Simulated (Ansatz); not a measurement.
One change: `B[SiH](C)BF` becomes `B[SiH](C)CF`.

Ansatz, PBE0-D4/def2-TZVP geometries, multiplicity 1. Each molecule was computed in one conformer, which needn't be the lowest.

```
                                        property  `B[SiH](C)BF`
               HOMO energy (PBE/def2-TZVPP) / eV          -6.39
size of the dipole moment (B3LYP/def2-TZVPP) / D           0.73
           HOMO–LUMO gap (B3LYP/def2-TZVPP) / eV           4.58
               LUMO energy (PBE/def2-TZVPP) / eV          -3.54
             HOMO–LUMO gap (PBE/def2-TZVPP) / eV           2.85
           LUMO energy (ωB97M-V/def2-TZVPP) / eV          -0.69
```

(1) Give the same properties after the change, and the shifts. (Estimate.)

Answers

(1) The calculation gave: 
```csv
property,`B[SiH](C)CF`,shift
HOMO energy (PBE/def2-TZVPP) / eV,-6.73,-0.34
size of the dipole moment (B3LYP/def2-TZVPP) / D,1.37,0.64
HOMO–LUMO gap (B3LYP/def2-TZVPP) / eV,5.29,0.71
LUMO energy (PBE/def2-TZVPP) / eV,-3.37,0.17
HOMO–LUMO gap (PBE/def2-TZVPP) / eV,3.35,0.50
LUMO energy (ωB97M-V/def2-TZVPP) / eV,-0.42,0.27
```

With PBE0 the HOMO falls by 0.47 eV and the LUMO rises by 0.26 eV, so the gap widens by about 0.73 eV. PBE moves the HOMO by -0.34 eV and ωB97M-V by -0.56 eV. Dipoles are sizes alone; their direction can turn.

B3LYP here is the variant with VWN-RPA as its local correlation; programs differ in this.
